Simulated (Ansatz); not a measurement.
Consider the redistribution: `C[SiH2][NH][AlH2]` + `CCC[S][AlH2]` → `C[SiH2]C[S][AlH2]` + `CC[NH][AlH2]`.

Computed with Ansatz on PBE0-D4/def2-TZVP structures; ΔE is electronic, products minus reactants. CCSD(T)/CBS is the MP2 limit (def2-TZVPP, def2-QZVPP) plus CCSD(T) − MP2 in def2-TZVPP, frozen cores. DFT in def2-TZVPP. B3LYP here is the variant with VWN-RPA as its local correlation; programs differ in this. Each species was taken in one conformer, which may not be the lowest.

```tsv
level	ΔE (kJ/mol)
B3LYP-D4	126.9
B2PLYP	131.1
PBE	116.5
CCSD/def2-TZVPP	131.3
```

Task: What does CCSD(T)/CBS give? (Estimate.)

Result: Computed: +129.2 kJ/mol. The listed levels differ from it by -2.3, 1.9, -12.7, 2.1 kJ/mol.

Largest T1 diagnostic among the species: 0.011.

The D4 term adds −3.7 kJ/mol with B3LYP and −1.9 kJ/mol with PBE0; it sums over pairs of atoms, weighted by their polarisabilities, and B3LYP, whose exchange is more repulsive, gets the larger term. From PBE to PBE0 (25 % exact exchange), in def2-TZVPP and without D4, ΔE moves by +5.2 kJ/mol. In def2-TZVPP, CCSD(T) changes the Hartree–Fock value by −20.0 kJ/mol (the triples alone add −2.9 kJ/mol) and MP2 by −19.2 kJ/mol.
